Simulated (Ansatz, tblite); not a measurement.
Bond stretch in SMILES C[C]([GeH3])(C)C (C₄H₁₂Ge). The C1–Ge14 bond (C1 also carries C, C, C; Ge14 carries H, H, H) is pulled apart rigidly from the PBE0/def2-SVP optimised geometry.

Levels: RKS-PBE0 = restricted PBE0/def2-SVP (Ansatz, a first-principles code); GFN2-xTB, 300 K electronic temperature (tblite); RKS-BLYP = restricted BLYP/def2-SVP (Ansatz); RKS-PBE = restricted PBE/def2-SVP (Ansatz).

Energies are in kcal/mol, each relative to the lowest point of its own curve near equilibrium.

| R / Å | RKS-PBE0 | GFN2-xTB | RKS-BLYP | RKS-PBE |
|---|---|---|---|---|
| 1.63 | 39.6 | 47.6 | 44.5 | 41.2 |
| 1.74 | 15.6 | 18.6 | 19.2 | 16.9 |
| 1.85 | 3.9 | 5.2 | 6.1 | 4.7 |
| 1.91 | 1.1 | 1.8 | 2.5 | [?] |
| 1.98 | 0.0 | 0.1 | [?] | 0.0 |
| 2.03 | 0.3 | 0.0 | 0.0 | 0.0 |
| 2.10 | [?] | 1.0 | [?] | 1.1 |
| 2.25 | [?] | 6.3 | 5.0 | 6.5 |
| 2.41 | 17.9 | 14.4 | 12.2 | 14.6 |
| 2.61 | 30.6 | 25.9 | [?] | 25.7 |
| 2.87 | 46.4 | 40.9 | 34.9 | 39.5 |
| 3.28 | 67.1 | 60.3 | 51.3 | 57.3 |
| 3.68 | 82.2 | 72.9 | 62.9 | 69.8 |
| 4.17 | 95.2 | 81.4 | 72.5 | 80.1 |
| 4.82 | 105.9 | 85.4 | 80.0 | 88.1 |
| 5.73 | 113.6 | 86.3 | 84.9 | 93.2 |

Problem. Some entries are withheld; supply them.

Solution. 
- 1.91, RKS-PBE: 1.6
- 1.98, RKS-BLYP: 0.4
- 2.10, RKS-PBE0: 2.0
- 2.10, RKS-BLYP: 0.6
- 2.25, RKS-PBE0: 8.5
- 2.61, RKS-BLYP: 22.2

The restricted form behind RKS-PBE0, RKS-BLYP, RKS-PBE keeps the bonding electrons paired and can't separate into open-shell fragments.
